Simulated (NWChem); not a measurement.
Molecule: MgHF; SMILES [F][MgH]

```xyz
3

Mg    -0.0009    -0.5924     0.0000
H     -0.0055    -2.2802     0.0000
F      0.0008     1.1687     0.0000
```
Atoms are numbered in this order, from 1.

Results from NWChem. Pople sets run with spherical d functions. STO-3G and 3-21G are far too small for this property and stand as cheap habits. All runs use the structure optimised with PBE0/def2-SVP. GIAO values for the isolated, static molecule; σ is the absolute isotropic shielding, δ = σ(reference) − σ with the isolated reference molecule computed at the same levels (19F: trichlorofluoromethane, 1H: tetramethylsilane).

```tsv
level	σ Mg1 (ppm)	δ H2 (ppm)	δ F3 (ppm)
Hartree-Fock/STO-3G	470.5	0.49	-112.8
BHandHLYP/pcSseg-1	___	___	___
Hartree-Fock/6-31G*	569.9	5.40	-120.3
```

Fill in the missing entries.


- BHandHLYP/pcSseg-1, σ Mg1 (ppm): 517.9
- BHandHLYP/pcSseg-1, δ H2 (ppm): 4.75
- BHandHLYP/pcSseg-1, δ F3 (ppm): -205.1
